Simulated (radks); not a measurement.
Xe+, 53 electrons, occupied as [Kr] 4d10 5s2 5p5. Calculated with a radial shooting solver on a logarithmic mesh with Libxc functionals: scalar-relativistic Kohn-Sham, SOGGA, spin-polarised, spherical densities, finite nucleus; open shells are filled with parallel spins first (spin-orbit coupling, left out, can overturn this in heavy ions); Fermi nuclear charge, rms radius 4.7859 fm.

Local quantities along the radius. ELF = 1/(1 + alpha^2) is the electron localisation function; alpha = (tau - tau_W)/tau_unif compares the Pauli kinetic energy density with that of the uniform gas (summed over spins); r v_xc is r times the local exchange-correlation potential of spin up (hartree bohr). tau is taken from the large components.

r (bohr),ELF,alpha,r v_xc
0.00123,0.999,0.02362,-0.09209
0.001641,0.999,0.02419,-0.1092
0.002171,0.999,0.02550,-0.1313
0.002896,0.999,0.02796,-0.1606
0.003831,0.999,0.03196,-0.1961
0.00511,0.998,0.03882,-0.2401
0.006761,0.997,0.05027,-0.2900
0.009018,0.995,0.07172,-0.3468
0.01193,0.987,0.1130,-0.4036
0.01591,0.959,0.2059,-0.4573
0.02106,0.851,0.4186,-0.4977
0.02808,0.554,0.8966,-0.5239
0.03716,0.329,1.427,-0.5501
0.04956,0.409,1.202,-0.6355
0.06557,0.663,0.7127,-0.7713
0.08746,0.747,0.5821,-0.8728
0.1157,0.541,0.9216,-0.8909
0.1543,0.324,1.444,-0.9005
0.2042,0.570,0.8693,-1.076
0.2724,0.763,0.5573,-1.200
0.3604,0.518,0.9651,-1.089
0.4807,0.205,1.970,-0.9521
0.636,0.679,0.6879,-1.197
0.8483,0.730,0.6080,-1.248
1.122,0.391,1.249,-1.058
1.497,0.327,1.435,-0.9766
1.981,0.725,0.6158,-1.036
2.642,0.762,0.5583,-0.9241
3.495,0.449,1.108,-0.6005
4.662,0.068,3.711,-0.4461
6.168,0.002,20.94,-0.2044

On this mesh the ELF has minima near r = 0.037, 0.15, 0.48, 1.3 bohr, which separate the shells, and maxima near 0.087 (0.75), 0.27 (0.76), 0.73 (0.77), 2.3 (0.79).

Self-consistent cycle (total energy in hartree, residual of the potential): 1: -7442.348226, 4e+00; 2: -7442.933484, 2e+00; 3: -7443.124496, 4e-01; 4: -7443.135762, 2e-02; 5: -7443.136031, 8e-03; 6: -7443.136333, 1e-03; 7: -7443.136307, 5e-04; 8: -7443.136307, 9e-05; 9: -7443.136307, 6e-06; 10: -7443.136307, 3e-06; 11: -7443.136307, 6e-07; 12: -7443.136307, 1e-08; 13: -7443.136307, 4e-09.
